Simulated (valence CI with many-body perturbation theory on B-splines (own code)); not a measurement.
**Te XLVII: electric-dipole lines**

Method: configuration interaction combined with many-body perturbation theory (CI+MBPT): four valence electrons over a frozen Dirac-Fock core [He], radial functions for each j: 11 s, 11 p, 10 d, 8 f, 5 g, 2 h, with the one-electron correlation potential Σ1 (screened to all orders), the two-electron term Σ2, the three-electron term Σ3, Breit, model QED; selected single and double excitations, second order for the rest, scaled by the run's own slope (own B-spline code, finite nucleus).

The last digits are not significant, and no measured levels were compared; by estimate large intervals hold to a few tenths of a per cent, small ones and those within an open d or f shell to about a per cent. Among the levels kept, up to 840 cm⁻¹ of a level comes from second order outside the variational space, and about a tenth of that is noise between levels of different J, which matters for small intervals.

Lines 1 to 50 of 546 in falling wavelength, among levels below 5791.0 eV, chosen from the strongest by gf and those to the six lowest levels. Wavelengths and rates use the calculated energies. Electric multipoles are in the length gauge, E1 and E2 with the static RPA response of the core. Weak lines are less certain than strong ones. Lines between different terms over intervals too small for the method are left out, as are lines whose strength nearly cancels. The highest levels of a list are the least certain.

Levels are named by their leading jj configuration (3d3/2^4 stands for four electrons in 3d with j = 3/2), which in mixed levels can hold well under half, so a name can repeat and another be missing. Letters in brackets count levels of one name in rising energy.

```tsv
λ vac (Å)	Upper	Lower	A (s⁻¹)	log gf	Branch %
227.6	(2s 2p3/2^2 3p1/2) J=3	(2s 2p3/2^2 3s) J=2 [a]	1.80e+09	-1.01	0.0
186.4	(2s^2 2p3/2 3d5/2) J=4	(2s 2p1/2 2p3/2 3s) J=3	1.88e+09	-1.05	9.1
184.3	(2s 2p3/2^2 3p1/2) J=2 [a]	(2s 2p3/2^2 3s) J=3	4.98e+09	-0.90	0.0
183.4	(2p1/2 2p3/2^2 3p1/2) J=2 [b]	(2p1/2 2p3/2^2 3s) J=3	3.93e+09	-1.00	0.0
175.4	(2s 2p3/2^2 3p1/2) J=3	(2s 2p3/2^2 3s) J=3	3.60e+09	-0.93	0.0
169.1	(2s 2p1/2 2p3/2 3d5/2) J=4 [a]	(2s 2p1/2 2p3/2 3p3/2) J=3 [a]	6.72e+09	-0.59	0.1
167.6	(2s 2p1/2 2p3/2 3d5/2) J=5	(2s 2p1/2 2p3/2 3p3/2) J=4	7.70e+09	-0.45	54.9
166.9	(2s 2p3/2^2 3d5/2) J=3 [c]	(2s 2p3/2^2 3p3/2) J=2 [c]	6.16e+09	-0.74	0.0
165.9	(2s 2p3/2^2 3d5/2) J=5	(2s 2p3/2^2 3p3/2) J=4	7.50e+09	-0.47	7.2
165.3	(2p1/2^2 2p3/2 3d5/2) J=4	(2p1/2^2 2p3/2 3p3/2) J=3	8.79e+09	-0.49	0.7
165.3	(2s 2p1/2^2 3d5/2) J=3	(2s 2p1/2^2 3p3/2) J=2	7.47e+09	-0.67	0.0
164.7	(2p1/2 2p3/2^2 3d5/2) J=3	(2p1/2 2p3/2^2 3p3/2) J=2 [a]	6.72e+09	-0.72	0.0
163.8	(2p1/2 2p3/2^2 3d5/2) J=4	(2p1/2 2p3/2^2 3p3/2) J=3 [a]	7.34e+09	-0.58	0.5
162.4	(2p1/2^2 2p3/2 3d5/2) J=3	(2p1/2^2 2p3/2 3p3/2) J=2	7.36e+09	-0.69	0.0
162.1	(2s 2p3/2^2 3d5/2) J=3 [a]	(2s 2p3/2^2 3p3/2) J=2 [a]	4.61e+09	-0.90	0.0
158.3	(2s 2p3/2^2 3d5/2) J=3 [b]	(2s 2p3/2^2 3p3/2) J=2 [b]	6.89e+09	-0.74	0.0
157.6	(2s 2p1/2 2p3/2 3d5/2) J=4 [c]	(2s 2p1/2 2p3/2 3p3/2) J=3 [c]	8.96e+09	-0.52	0.0
157.3	(2s 2p3/2^2 3d5/2) J=4 [a]	(2s 2p3/2^2 3p3/2) J=3 [a]	6.32e+09	-0.68	0.0
156.8	(2s 2p1/2 2p3/2 3d5/2) J=3 [d]	(2s 2p1/2 2p3/2 3p3/2) J=2 [d]	7.65e+09	-0.70	0.0
156.2	(2s 2p1/2 2p3/2 3d5/2) J=2 [c]	(2s 2p1/2 2p3/2 3p3/2) J=1 [c]	4.86e+09	-1.05	0.0
154.5	(2s 2p1/2 2p3/2 3d5/2) J=4 [b]	(2s 2p1/2 2p3/2 3p3/2) J=3 [b]	7.97e+09	-0.59	0.0
153.3	(2s^2 2p1/2 3d5/2) J=3	(2s^2 2p1/2 3p3/2) J=2	9.29e+09	-0.64	0.0
153.1	(2s 2p1/2 2p3/2 3d5/2) J=3 [c]	(2s 2p1/2 2p3/2 3p3/2) J=2 [c]	7.82e+09	-0.72	0.0
147.1	(2s 2p1/2 2p3/2 3d5/2) J=2 [a]	(2s 2p1/2 2p3/2 3p3/2) J=1 [a]	6.74e+09	-0.96	0.0
146.2	(2s 2p3/2^2 3d5/2) J=4 [b]	(2s 2p3/2^2 3p3/2) J=3 [b]	8.88e+09	-0.59	0.2
146.0	(2s 2p1/2 2p3/2 3d5/2) J=3 [a]	(2s 2p1/2 2p3/2 3p3/2) J=2 [a]	6.71e+09	-0.82	0.0
145.4	(2s 2p1/2^2 3d5/2) J=2	(2s 2p1/2^2 3p3/2) J=1	1.04e+10	-0.78	0.0
144.9	(2s 2p1/2 2p3/2 3d5/2) J=3 [b]	(2s 2p1/2 2p3/2 3p3/2) J=2 [b]	6.38e+09	-0.85	0.0
141.3	(2s^2 2p3/2 3d5/2) J=4	(2s^2 2p3/2 3p3/2) J=3	7.06e+09	-0.72	34.2
139.4	(2s^2 2p1/2 3d5/2) J=2	(2s^2 2p1/2 3p3/2) J=1	8.08e+09	-0.93	0.0
138.5	(2s^2 2p3/2 3d5/2) J=3	(2s 2p1/2 2p3/2 3s) J=2 [b]	4.62e+09	-1.03	0.0
122.3	(2s 2p3/2^2 3d5/2) J=3 [a]	(2s 2p3/2^2 3p3/2) J=3 [a]	5.60e+09	-1.06	0.0
101.3	(2s 2p1/2 2p3/2 3d3/2) J=3 [b]	(2s 2p1/2 2p3/2 3p1/2) J=2 [b]	8.57e+09	-1.03	0.0
100.7	(2p1/2 2p3/2^2 3p3/2) J=1 [a]	(2p1/2 2p3/2^2 3s) J=2 [b]	2.26e+10	-0.99	0.0
99.71	(2s 2p3/2^2 3p3/2) J=3 [a]	(2s 2p3/2^2 3s) J=2 [a]	1.92e+10	-0.70	0.0
97.31	(2p1/2 2p3/2^2 3p3/2) J=3 [b]	(2p1/2 2p3/2^2 3s) J=2 [b]	2.71e+10	-0.57	0.0
96.62	(2p1/2 2p3/2^2 3p3/2) J=3 [b]	(2p1/2 2p3/2^2 3s) J=3	1.74e+10	-0.77	0.0
96.33	(2s 2p3/2^2 3p3/2) J=3 [b]	(2s 2p3/2^2 3s) J=2 [b]	2.48e+10	-0.62	0.0
95.99	(2p1/2 2p3/2^2 3p3/2) J=4	(2p1/2 2p3/2^2 3s) J=3	5.90e+10	-0.13	0.1
95.93	(2s 2p1/2 2p3/2 3d3/2) J=4	(2s^2 2p3/2 3d3/2) J=3	1.40e+10	-0.76	3.9
95.39	(2s 2p1/2 2p3/2 3d3/2) J=2 [b]	(2s 2p1/2 2p3/2 3p1/2) J=2 [b]	2.02e+10	-0.86	0.0
94.97	(2p1/2 2p3/2^2 3d3/2) J=4	(2s 2p3/2^2 3d3/2) J=3 [b]	2.58e+10	-0.50	1.6
94.75	(2s^2 2p3/2 3p3/2) J=3	(2s^2 2p3/2 3s) J=2	1.50e+10	-0.85	0.1
94.34	(2s 2p1/2 2p3/2 3p3/2) J=1 [a]	(2s 2p1/2 2p3/2 3s) J=1 [a]	2.65e+10	-0.97	0.0
93.86	(2p1/2^2 2p3/2 3p3/2) J=3	(2p1/2^2 2p3/2 3s) J=2	6.05e+10	-0.25	0.1
93.68	(2s 2p1/2 2p3/2 3p3/2) J=4	(2s 2p1/2 2p3/2 3s) J=3	4.66e+10	-0.26	13.7
93.17	(2p1/2^2 2p3/2 3d3/2) J=2	(2p1/2^2 2p3/2 3p1/2) J=1	1.92e+10	-0.90	0.1
93.08	(2s 2p1/2^2 3p3/2) J=1	(2s 2p1/2^2 3s) J=0	3.58e+10	-0.86	0.0
93.01	(2s 2p1/2 2p3/2 3d3/2) J=1 [b]	(2s 2p1/2 2p3/2 3p1/2) J=2 [b]	2.60e+10	-1.00	0.0
92.91	(2p1/2^2 2p3/2 3d3/2) J=3	(2p1/2^2 2p3/2 3p1/2) J=2	2.08e+10	-0.72	0.5
```

How does gf follow from A for the line at 99.71 Å?

gf = 1.4992 × (2J+1)_upper × A / σ², with σ = 1002882 cm⁻¹ and 2J+1 = 7: gf = 0.201.
